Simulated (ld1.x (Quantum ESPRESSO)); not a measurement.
## Configuration tests for In (TM)

```
Element                 : indium
Generator               : ld1.x (Quantum ESPRESSO) 7.5
Type                    : norm-conserving Troullier–Martins (Kleinman–Bylander form)
Functional              : PBE
Relativity              : scalar-relativistic
Frozen core             : [Kr] 4d10
Valence charge          : 3
Reference configuration : 5s2 5p0.5 (charge +0.5)
Partial waves           : 5s (bound): rc 1.90 bohr; 5p (bound): rc 2.90 bohr; 5d channel at 0.35 Ry: rc 2.65 bohr
Local potential         : all-electron potential smoothed inside 1.80 bohr (lloc = -1)
Core correction         : a·sin(br)/r model core inside 1.40 bohr
```

Energies are relative to the spin-unpolarised reference configuration 5s2 5p0.5; without spin polarisation the order of configurations can differ from experiment.

```tsv
valence configuration	charge	ΔE all-electron (eV)	error AE − PS (meV)
5s2 5p1	0	-1.940	-1.6
5s2 5p0	+1	3.423	-6.9
5s1 5p0	+2	22.657	-189
5s0 5p3	0	10.007	-61
5s2 5p1.3	-0.3	-2.472	-3.1
5s1 5p1	+1	10.016	-43
```

Task: What are ΔE and the potential's error for 5s1 5p2?

Result: ΔE = 3.901 eV all-electron; the error (AE − PS) is -14 meV.

Note: ghost state, extra bound levels that the all-electron valence spectrum of the same l lacks: s at -26.6 eV. A true bound ghost makes a file unfit for plane-wave use.
